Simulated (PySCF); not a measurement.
C3H6FNSi, SMILES F[C@H]1C[SiH2]C=N1.

Coordinates come from a PBE-D3(BJ)/def2-SVP optimisation. The structure was generated by enumeration; whether it is a known compound was not checked. One conformer was computed; it need not be the lowest.

Method: PySCF with SMD-M06-2X/def2-SVP.

Solvation free energies are E(SMD) − E(gas) at the gas-phase geometry, for 1 M in both phases. In vacuum the dipole moment is 3.14 D.

**Question.** Estimate the solvation free energies in water, cyclohexanone, chloroform. (An estimate is asked for; the answer gives what the named calculation found.)

**Answer.** 
```csv
solvent,ΔG(solv) (kcal/mol),its non-electrostatic (CDS) part,dipole (D)
water,-4.6,1.9,4.06
cyclohexanone,-4.6,1.4,3.98
chloroform,-4.8,-0.2,3.78
```
